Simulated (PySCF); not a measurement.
## Ionisation energy of O⁺ by level of theory

O⁺ [He] 2s2 2p3 (4S) → O²⁺ [He] 2s2 2p2 (3P), as a difference of total energies. Computed with PySCF 2.14 in x2c-TZVPPall with one added diffuse shell each of s, p, d type (6s4p3d1f, 40 functions), with the spin-free X2C one-electron Hamiltonian (Gaussian nucleus). Correlated levels: valence: 1s2 frozen; valence and next inner shell: nothing frozen. The calculations carry no spin-orbit coupling.

```tsv
method	ionisation energy (eV)
UHF	34.574
LDA	35.575
PBE	35.271
r2SCAN	35.477
TPSSh	35.263
MN15	35.136
BLYP	35.072
MP2 (valence)	35.193
SCS-MP2 (valence)	34.941
MP2 (valence and next inner shell)	35.208
SCS-MP2 (valence and next inner shell)	34.952
```

Question: Estimate what PBE0 gives.

Answer: 35.307 eV, closest to PBE among the rows shown.

Question: Estimate what M06 gives.

Answer: 35.542 eV, closest to LDA among the rows shown.

A first-order spin-orbit estimate (lowest level to lowest level, LS coupling) adds -0.028 eV.

Errors of the correlated levels include the incompleteness of this basis and the frozen core.

For comparison: 35.121 eV (measured; NIST Atomic Spectra Database, ionization energies).
